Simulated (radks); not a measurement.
Problem. All-electron atom: He I in [He] (the NIST ground configuration). Method: non-relativistic Kohn-Sham, LDA (Slater exchange, VWN5 correlation), spin-unpolarised, spherical densities, point nucleus; hard spherical wall at 7 bohr; computed with a radial shooting solver on a logarithmic mesh with Libxc functionals. Some entries of the table are withheld. Estimate them.

| orbital | occ. | eigenvalue (hartree) | <1/r> (bohr^-1) | r(max) (bohr) |
|---|---|---|---|---|
| 1s | 2 | (1) | (2) | 0.5696 |
| 2s | 0 | 0.10115 | 0.3778 | 3.870 |
| 2p | 0 | (3) | 0.3095 | (4) |

Solution. 
(1) 1s eigenvalue (hartree): -0.57038
(2) 1s <1/r> (bohr^-1): 1.656
(3) 2p eigenvalue (hartree): 0.13589
(4) 2p r(max) (bohr): 3.724
